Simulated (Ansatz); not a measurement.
Compare A (`[SiH3]NC=S`) with its isomer B (`NC1[SiH2]S1`).

Calculated with Ansatz (gas phase, PBE0-D4/def2-TZVP geometries, no zero-point term in ΔE). CCSD(T)/CBS adds triple-zeta CCSD(T) − MP2 to the extrapolated MP2 energy (def2 sets, frozen cores). DFT in def2-TZVPP. B3LYP here is the variant with VWN-RPA as its local correlation; programs differ in this. One conformer a species, not always the lowest.

Task: Which isomer does CCSD(T)/CBS put lower? Give the gap. (An estimate is asked.)

Result: The calculation gave: A, by 41.2 kJ/mol.

Task: Give E(B) − E(A) in kJ/mol with BLYP-D4, CCSD(T)/def2-TZVPP, ωB97M-V, HF/def2-TZVPP, B3LYP, LDA (SPW92), B2PLYP. (An estimate is asked.)

Result: The calculation gave: BLYP-D4 57.7, CCSD(T)/def2-TZVPP 47.7, ωB97M-V 41.6, HF/def2-TZVPP 77.6, B3LYP 57.5, LDA (SPW92) 23.2, B2PLYP 54.5. None reverses the order clearly.

Task: Does the order hold for the free energy at 298.15 K (harmonic terms from PBE0-D4)? (Best estimate.)

Result: Ansatz gave: Yes: G(B) − G(A) = +54.3 kJ/mol, for one conformer each. Modes under 60 cm⁻¹, often nearly free rotors, make the harmonic entropy too high.

Largest T1 diagnostic: 0.017.

Leaving LDA and LC-ωPBE aside and taking each functional with its dispersion term where it has one, the values spread over 28.4 kJ/mol, from PBE0-D4 to BLYP-D4. LDA lies −8.8 kJ/mol from PBE without D4. At CCSD(T), def2-SVP lies +20.1 kJ/mol from the extrapolated value and def2-TZVPP +6.6 kJ/mol.
